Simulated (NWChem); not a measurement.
System: silanone (SiH$_{2}$O); SMILES O=[SiH2]

```xyz
4

Si     0.0000     0.0000    -0.4472
O      0.0000     0.0000     1.1052
H      0.0000    -1.2480    -1.2907
H      0.0000     1.2480    -1.2907
```
Atoms are numbered in this order, from 1.

Geometry: optimised at PBE-D3(BJ)/def2-SVP.

Symmetry labels are those of C2v in the frame above (b1 and b2, or b-type labels, depend on it).

Problem. List the 4 lowest vertical singlet excitations from LRC-wPBEh/def2-SVP, TDA (NWChem).

Solution. 
```csv
state,energy (eV),oscillator strength,symmetry,leading excitation (squared amplitude)
S1,4.01,0.000,a2,HOMO → LUMO (1.00)
S2,6.02,0.000,b1,HOMO−2 → LUMO (1.00)
S3,6.50,0.041,a1,HOMO−1 → LUMO (0.78)
S4,6.72,0.079,b2,HOMO → LUMO+1 (0.89)
```
